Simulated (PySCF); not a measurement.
GeH₅O₄, charge +1.

```xyz
10

O      0.1631    -0.2709     1.7585
Ge     0.1727    -0.0403     0.0501
O      0.1731    -1.3921    -1.0322
O      0.9132     1.4353    -0.4516
O     -1.7155     0.3475    -0.3843
H     -0.0305    -1.1635     2.0900
H      0.9727    -1.5441    -1.5624
H      1.4382     1.9069     0.2169
H     -2.0908     1.2447    -0.3092
H     -2.0867    -0.1130    -1.1617
```
Charge +1, spin multiplicity 1.

Coordinates come from a B3LYP-D3(BJ)/def2-SVP optimisation. The isomer is the one that the SMILES or the coordinates give; other isomers of the formula were not compared. One conformer was computed; it need not be the lowest.

Level of theory: PBE/pcSseg-1 (PySCF). Non-relativistic, no solvent.

Computed absolute GIAO shielding of each atom: isotropic value and principal components (ppm):
| atom | σ(iso) | σ11 | σ22 | σ33 | span |
|---|---|---|---|---|---|
| O1 | 240.8 | 177.2 | 239.5 | 305.7 | 128.6 |
| Ge2 | 1294.9 | 1066.7 | 1378.3 | 1439.8 | 373.1 |
| O3 | 255.4 | 203.9 | 245.4 | 316.9 | 112.9 |
| O4 | 253.6 | 200.8 | 247.4 | 312.7 | 112.0 |
| O5 | 267.9 | 218.5 | 273.0 | 312.3 | 93.8 |
| H6 | 26.8 | 18.8 | 20.8 | 40.7 | 21.9 |
| H7 | 27.2 | 18.8 | 21.0 | 41.8 | 23.0 |
| H8 | 27.0 | 18.5 | 21.4 | 40.9 | 22.4 |
| H9 | 26.3 | 18.0 | 20.7 | 40.2 | 22.2 |
| H10 | 26.1 | 17.5 | 21.8 | 39.0 | 21.6 |
